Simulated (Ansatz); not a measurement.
One geometry of the cluster Si₃Pt⁺, several levels of theory.

```yaml
crystal:
  periodic: [false, false, false]
  atoms:
    - {symbol: Pt, position_ang: [-0.522034, 0.496418, -1.046087]}
    - {symbol: Si, position_ang: [-0.536338, -1.779193, -0.581042]}
    - {symbol: Si, position_ang: [0.535778, 1.781697, 0.573867]}
    - {symbol: Si, position_ang: [0.522593, -0.498922, 1.053261]}
basis:
  gaussian: {orbitals: def2-TZVP, initial_orbitals: start.molden}
total_charge: 1
magnetization: {spin_polarized: true, initial_magnetization: 1}
hamiltonian: {xc: {name: r2SCANh}, dispersion: d4}
scf: {omitted_lower_state_checks: [starts]}
output: {orbitals: {seedname: orbitals}}
```

The file start.molden holds the orbitals of an earlier run on this structure, at another level or in another basis.

```sh
$ ansatz run in.yaml --threads 4 --pin off --events-out ev --progress --plain --max-ram 3916MiB
```

It prints (some lines left out):

```
Functional definition: r2SCANh
1152 factors; their error is unknown
mean field evaluation 1: about -26871.4824 eV, gradient 4.1e0 eV
mean field evaluation 2: about -26871.5202 eV, gradient 6.9e-2 eV
mean field evaluation 4: about -26871.5578 eV, gradient 6.5e-4 eV
mean field -26871.55780923 eV, -987.5115352931 hartree, gradient 3.4e-5 eV, S^2 0.762183; 0 other end points of the search recorded, 0 dependent functions left out
reference -26871.55782326 eV, -987.5115358089 hartree; 30, 29 occupied and 121, 122 virtual orbitals, 1152 factors
Total energy: -26871.60995708 eV, -987.5134516914 hartree
Checks for a lower state left out: starts
```

It took 14 s on 4 threads of Arm Neoverse N1 on a shared host, peak host memory 0.56 GiB.

The first input with `gaussian: {orbitals: def2-SVP, initial_orbitals: start.molden}`, `hamiltonian: {xc: pbe0, dispersion: d4}` (abridged; 3.3 s):

```
Functional definition: PBE0
mean field -26854.44013837 eV, -986.8824724919 hartree, gradient 2.2e-5 eV, S^2 0.755649
Total energy: -26854.65015785 eV, -986.8901905652 hartree
Checks for a lower state left out: starts
```

The first input with `hamiltonian: {xc: {name: CAM-B3LYP}, dispersion: d4}` (abridged; 8.5 s):

```
Functional definition: CAM-B3LYP
mean field -26871.20136784 eV, -987.4984363137 hartree, gradient 1.5e-5 eV, S^2 0.757888
Total energy: -26871.42601219 eV, -987.5066918413 hartree
Checks for a lower state left out: starts
```

As the first input, with `hamiltonian: {xc: {name: LC-wPBE}}` (abridged; 16 s):

```
Functional definition: LC-wPBE
mean field -26863.89864537 eV, -987.2300662127 hartree, gradient 1.9e-5 eV, S^2 0.765253
Total energy: -26863.89864537 eV, -987.2300662129 hartree
Checks for a lower state left out: starts
```

The first input with `hamiltonian: {xc: pbe0, dispersion: d4}` (abridged; 6.5 s):

```
Functional definition: PBE0
mean field -26863.00543013 eV, -987.1972411583 hartree, gradient 2.3e-5 eV, S^2 0.756967
Total energy: -26863.21545190 eV, -987.2049593158 hartree
Checks for a lower state left out: starts
```

As the first input, with `hamiltonian: {xc: {name: r2SCAN0}, dispersion: d4}` (abridged; 15 s):

```
Functional definition: r2SCAN0
mean field -26869.99835531 eV, -987.4542264186 hartree, gradient 1.9e-5 eV, S^2 0.763457
Total energy: -26870.05849151 eV, -987.4564363833 hartree
Checks for a lower state left out: starts
```

The first input with `hamiltonian: {xc: {name: BHLYP}, dispersion: d4}` (abridged; 11 s):

```
Functional definition: BHLYP
mean field -26868.28065999 eV, -987.3911022800 hartree, gradient 2.5e-5 eV, S^2 0.758573
Total energy: -26868.73570604 eV, -987.4078249138 hartree
Checks for a lower state left out: starts
```

Geometry: B3LYP-D4/def2-SVP.

In the def2 sets Pt takes a core potential; there is no spin–orbit coupling. LC-ωPBE has ω = 0.4 bohr⁻¹. The structure comes from a short search, and lower isomers may exist.
